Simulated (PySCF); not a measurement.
Problem. What does the PBE0-D3(BJ)/def2-SVP structure of `Fc1ccc(F)nc1` (2,5-difluoropyridine) look like in three dimensions?

Solution. 
Z-matrix in Å and degrees, rows numbered from 1:
```
F 
C   1  1.3280
C   2  1.3916  1  120.22
C   3  1.3882  2  118.04  1   179.85
C   4  1.3963  3  117.33  2     0.01
F   5  1.3247  4  118.56  3  -179.91
N   5  1.3075  4  124.72  3     0.06
C   7  1.3308  5  118.35  4    -0.06
H   3  1.0921  2  120.01  1    -0.13
H   4  1.0910  3  122.23  2  -179.98
H   8  1.0953  2  119.97  1     0.15
```

The 6-membered ring C2–C3–C4–C5–N7–C8 has internal angles of 117.3° to 124.7°; it is planar, 0.00 Å rms from its mean plane, widest ring torsion 0°. The 2 C–N bonds span 1.307 Å (C5–N7, aromatic) to 1.331 Å (N7–C8, aromatic), a spread of 0.024 Å. N7 (pyridine-type nitrogen) is bent (angle 118.4°). The 8 heavy atoms lie in one plane (0.001 Å rms).

Theory: PBE0-D3(BJ)/def2-SVP geometry optimisation, gas phase (PySCF 2.14.0).

Point group: Cs (every atom within 0.08 Å of its image). No PBE0-D3(BJ)/def2-SVP frequencies stand behind this structure, so it isn't proved a minimum.
